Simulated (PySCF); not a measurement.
**Exercise with solution: oscillator strength and radiative lifetime**

Cd(OH)(SMe) (CH4CdOS), SMILES C[S][Cd][OH].

The structure is a stationary point at PBE-D3(BJ)/def2-SVP. The structure was generated by enumeration; whether it is a known compound was not checked. The def2 effective core potentials stand for the cores of Cd; spin–orbit coupling is left out. The values are those of a single conformer.

TDDFT-PBE/def2-SVPD (PySCF) puts the first singlet state with f over 0.02 at 5.22 eV (vertical), with the transition dipole (0.439, -0.167, -0.315) in atomic units.

Find the oscillator strength, the wavelength and the radiative lifetime that this transition would have in vacuum if emission retraced absorption.


|μ|² = 0.3198 au, so |μ| = 1.44 D. ΔE = 5.22/27.211 = 0.1918 hartree. f = (2/3) ΔE |μ|² = 0.041 (the program prints 0.041).
λ = 1239.84/5.22 = 238 nm; ν = 42102 cm⁻¹.
Einstein's coefficient A = 0.6670 ν² f s⁻¹ (ν in cm⁻¹) = 4.8e7 s⁻¹, so τ = 1/A = 21 ns. This state is S5; the lower singlets have f = 0.008, 0.014, 0.001, 0.009. The figure is the radiative limit of this one transition; relaxation, internal conversion, crossing to triplets and a medium change what is measured.
